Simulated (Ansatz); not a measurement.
CuP₂H₆²⁺, that is [Cu(PH3)2]+ with one electron fewer. Charge 2, multiplicity 2. Geometry PBE-D4/def2-SVP, that of the charge +1 singlet; atoms count from 1.

Cartesian coordinates in Å:
```
Cu -0.0088 -0.0019 0.0042
P 0.8348 0.5308 2.0055
H 1.2080 1.8905 2.2210
H 2.0310 -0.1314 2.4116
H 0.0144 0.3048 3.1502
P -0.8378 -0.5315 -2.0040
H -2.0774 0.0628 -2.3844
H -1.1224 -1.9057 -2.2585
H -0.0418 -0.2184 -3.1455
```

Estimate the Mulliken populations from the PBE0/def2-TZVP orbitals of Ansatz.


| atom | charge (e) | spin (α − β) | d electrons |
| --- | --- | --- | --- |
| Cu1 | 0.22 | 0.92 | 9.44 |
| P2 | 0.18 | 0.04 | – |
| H3 | 0.24 | 0.00 | – |
| H4 | 0.24 | 0.00 | – |
| H5 | 0.24 | 0.00 | – |
| P6 | 0.18 | 0.04 | – |
| H7 | 0.24 | 0.00 | – |
| H8 | 0.24 | 0.00 | – |
| H9 | 0.24 | 0.00 | – |
Mulliken values and Mayer orders depend strongly on the basis.

Where does the spin sit?

Summed by element: Cu 0.92, P 0.07, H 0.00, of 1 unpaired in all. Largest on single atoms: Cu1 0.92, P6 0.04, P2 0.04.

And the Mayer bond orders between bonded heavy atoms (over 0.3)?

Cu1–P2 0.81 (2.24 Å); Cu1–P6 0.81 (2.24 Å).
